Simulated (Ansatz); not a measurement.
Basis sets compared for Sn24OH40. Charge 0, multiplicity 1. Geometry PBE-D4/def2-SVP, loosely relaxed. Ansatz on 11 threads of AMD EPYC 7R13 on a shared host and a whole NVIDIA H100 80GB HBM3; times are rough, and most runs start from earlier orbitals.

Cartesian coordinates in Å:
```
Sn -0.607 6.741 -0.814
Sn 2.177 7.445 3.313
Sn 2.167 3.445 1.061
O 1.235 1.137 -1.077
Sn -0.038 2.446 2.548
Sn -1.680 4.725 3.067
Sn 3.072 -1.928 -0.224
Sn -0.188 -3.836 -3.549
Sn -0.255 -4.993 0.929
Sn -1.537 -1.098 -0.376
Sn 0.328 -8.211 -2.342
Sn -4.056 -5.708 -1.642
Sn 1.542 4.970 -1.229
Sn 2.900 0.192 -2.135
Sn 1.185 -6.226 -4.139
Sn 3.475 4.972 3.046
Sn 2.052 -0.510 2.091
Sn 0.968 -7.449 0.287
Sn -2.735 5.551 0.587
Sn -0.459 7.013 4.197
Sn -0.792 1.219 -1.818
Sn -1.852 0.311 2.060
Sn 0.513 -3.007 -0.940
Sn -2.980 -4.175 -3.744
Sn -3.069 -5.057 0.909
H -1.088 7.404 -2.348
H 0.001 8.061 0.139
H 3.013 8.477 4.433
H 2.172 8.249 1.775
H 3.283 2.170 0.633
H 1.252 0.763 -0.148
H 0.675 1.995 4.081
H -3.018 4.286 4.100
H 4.201 -3.028 -1.004
H 0.300 -2.581 -4.662
H 0.287 -4.475 2.500
H -3.098 -1.531 -1.033
H 1.024 -9.752 -2.732
H -1.394 -8.371 -2.485
H -3.696 -7.379 -1.953
H -5.788 -5.549 -1.665
H 2.974 5.858 -1.665
H 1.199 3.908 -2.565
H 3.936 1.593 -2.227
H 2.070 0.113 -3.673
H 2.890 -5.962 -3.938
H 0.928 -6.706 -5.788
H 5.162 5.149 2.668
H 3.368 4.109 4.550
H 3.599 -0.146 2.892
H 1.686 -2.058 2.913
H 2.689 -7.234 0.390
H 0.538 -8.692 1.422
H -4.024 6.706 0.746
H -3.362 4.221 -0.339
H -1.437 8.409 3.834
H -0.430 6.844 5.927
H -1.222 2.801 -1.214
H -0.413 1.376 -3.507
H -3.484 0.937 2.067
H -1.707 -0.787 3.397
H -3.734 -2.611 -3.755
H -3.375 -4.936 -5.257
H -3.613 -3.457 1.327
H -3.729 -6.142 2.096
```

In the def2 sets Sn takes a core potential; there is no spin–orbit coupling. Single mean-field runs in def2-SVP, def2-TZVP are fitted with def2-universal-jkfit. The geometry of the charge 0 singlet is only loosely relaxed.

Binding counts from free atoms (Sn triplet, O triplet, H doublet) in the same basis, without a counterpoise term.

```json
{"level": "PBE-D4/def2-SVP", "functions": "838", "energy (Eh)": "-5242.5295", "HOMO (eV)": "-4.98", "LUMO (eV)": "-3.07", "binding per atom (eV)": "2.43", "wall time": "4.8 s"}
{"level": "PBE0-D4/def2-SVP", "functions": "838", "energy (Eh)": "-5242.8191", "HOMO (eV)": "-5.69", "LUMO (eV)": "-2.45", "binding per atom (eV)": "2.42", "wall time": "7.5 s"}
```

Task: Estimate the rows for PBE-D4/def2-TZVP, PBE0-D4/def2-TZVP (with forces).

Result: 
```json
{"level": "PBE-D4/def2-TZVP", "functions": "1471", "energy (Eh)": "-5242.8165", "HOMO (eV)": "-5.08", "LUMO (eV)": "-3.18", "binding per atom (eV)": "2.44", "wall time": "8.5 s"}
{"level": "PBE0-D4/def2-TZVP (with forces)", "functions": "1471", "energy (Eh)": "-5243.0818", "HOMO (eV)": "-5.75", "LUMO (eV)": "-2.53", "binding per atom (eV)": "2.43", "wall time": "19 s"}
```
